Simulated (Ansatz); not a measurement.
Consider the ligand exchange at the Si–S bond: `O[SiH](F)[S][GeH3]` + `O[SiH2]F` → `O[SiH](F)O[SiH2]F` + `[SH][GeH3]`.

Calculated with Ansatz (gas phase, PBE0-D4/def2-TZVP geometries, no zero-point term in ΔE). CBS: MP2 limit from def2 TZ/QZ plus the TZ coupled-cluster correction, frozen cores. Functionals use def2-TZVPP. For Ge outer-core shells are correlated without core-valence functions, which leaves a few kJ/mol of doubt a bond. Scalar relativity is left out up to krypton. Each species was taken in one conformer, which may not be the lowest.

| level | ΔE (eV) |
| --- | --- |
| revPBE | -0.54 |
| PBE0 | -0.59 |

What does CCSD(T)/CBS give? (An estimate is asked.)

Computed: -0.66 eV. The listed levels differ from it by 0.12, 0.07 eV.

Largest T1 diagnostic among the species: 0.012.

The D4 term adds +0.06 eV with B3LYP and +0.03 eV with PBE0; it sums over pairs of atoms, weighted by their polarisabilities, and B3LYP, whose exchange is more repulsive, gets the larger term. From r2SCAN to r2SCAN0 (25 % exact exchange), in def2-TZVPP and without D4, ΔE moves by −0.04 eV. In def2-TZVPP, CCSD(T) changes the Hartree–Fock value by +0.25 eV (the triples alone add +0.05 eV) and MP2 by +0.31 eV.

B3LYP here is the variant with VWN-RPA as its local correlation; programs differ in this.
